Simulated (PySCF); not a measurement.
## Shapes and spin states of CaO₂

Computed with B3LYP/[Ca def2-TZVP, O def2-TZVP], no relativity, density fitting, PySCF.

Relaxations began from a few typed shapes and spin states; open shells are unrestricted. The search is not exhaustive: other isomers or separated fragments can lie lower, and high-lying points may rest on an excited occupation.

(1) Which is the lowest minimum found?
A. triplet C∞v: Ca–O 1.983 Å, Ca–O 2.131 Å; O–Ca–O 180.0°
B. singlet (closed shell, unstable to spin polarisation) D∞h: Ca–O 1.858 Å (×2); O–Ca–O 180.0°
C. singlet C2v: Ca–O 1.981 Å (×2), O–O 1.517 Å; Ca–O–O 67.5° (×2), O–Ca–O 45.0°

Results:

(1) C. The others lie at 51.4 (triplet C∞v), 176.1 (singlet D∞h) kJ/mol above it.

The electron or spin density has lower symmetry than the nuclear frame for the triplet C∞v at 51.4 kJ/mol.
